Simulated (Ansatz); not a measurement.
CH6BNSi can be A, `CN1B[SiH2]1`, or B, `[SiH3]B1CN1`.

Computed with Ansatz on PBE0-D4/def2-TZVP structures; ΔE is electronic, products minus reactants. CCSD(T)/CBS is the MP2 limit (def2-TZVPP, def2-QZVPP) plus CCSD(T) − MP2 in def2-TZVPP, frozen cores. Functionals use def2-TZVPP. B3LYP here is the variant with VWN-RPA as its local correlation; programs differ in this.

Question: Which isomer does CCSD(T)/CBS put lower? Give the gap. (An estimate is asked.)

Answer: Ansatz gave: A, by 71.2 kJ/mol.

Question: Give E(B) − E(A) in kJ/mol with PBE-D4, CCSD(T)/def2-TZVPP, BLYP-D4, B3LYP-D4, HF/def2-TZVPP, MP2/def2-TZVPP, r2SCAN-D4. (Estimate.)

Answer: The calculation gave: PBE-D4 65.0, CCSD(T)/def2-TZVPP 70.3, BLYP-D4 69.4, B3LYP-D4 69.2, HF/def2-TZVPP 65.7, MP2/def2-TZVPP 74.1, r2SCAN-D4 69.8. None reverses the order clearly.

Question: Does the order hold for the free energy at 298.15 K (harmonic terms from PBE0-D4)? (Best estimate.)

Answer: The calculation gave: Yes: G(B) − G(A) = +61.1 kJ/mol.

Largest T1 diagnostic: 0.014.

At CCSD(T), def2-SVP lies −8.4 kJ/mol from the extrapolated value and def2-TZVPP −0.9 kJ/mol. In def2-TZVPP, CCSD(T) changes the Hartree–Fock value by +4.5 kJ/mol (the triples alone add +1.6 kJ/mol) and MP2 by +8.4 kJ/mol.
